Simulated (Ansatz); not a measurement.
Start from `N[SiH2][SiH2]CO` and change one atom or group to get `OC[SiH2]F`.

Ansatz, PBE0-D4/def2-TZVP geometries, multiplicity 1. Each molecule was computed in one conformer, which needn't be the lowest.

| property | `N[SiH2][SiH2]CO` |
| --- | --- |
| LUMO energy (PBE0/def2-TZVPP) / eV | -0.27 |
| HOMO energy (PBE0/def2-TZVPP) / eV | -6.82 |
| size of the dipole moment (PBE/def2-TZVPP) / D | 2.05 |
| LUMO energy (ωB97M-V/def2-TZVPP) / eV | 1.32 |
| HOMO–LUMO gap (PBE0/def2-TZVPP) / eV | 6.55 |
| HOMO–LUMO gap (B3LYP/def2-TZVPP) / eV | 6.13 |

(1) Give the same properties after the change, and the shifts. (Best estimate.)

## Answers

(1) Ansatz gave: 
```
                                      property  `OC[SiH2]F`  shift
            LUMO energy (PBE0/def2-TZVPP) / eV        -0.03   0.24
            HOMO energy (PBE0/def2-TZVPP) / eV        -7.74  -0.92
size of the dipole moment (PBE/def2-TZVPP) / D         1.09  -0.96
         LUMO energy (ωB97M-V/def2-TZVPP) / eV         1.67   0.35
          HOMO–LUMO gap (PBE0/def2-TZVPP) / eV         7.71   1.16
         HOMO–LUMO gap (B3LYP/def2-TZVPP) / eV         7.22   1.09
```

With PBE0 the HOMO falls by 0.92 eV and the LUMO rises by 0.24 eV, so the gap widens by about 1.16 eV. PBE moves the HOMO by -0.65 eV and ωB97M-V by -1.12 eV. Dipoles are sizes alone; their direction can turn.

B3LYP here is the variant with VWN-RPA as its local correlation; programs differ in this.
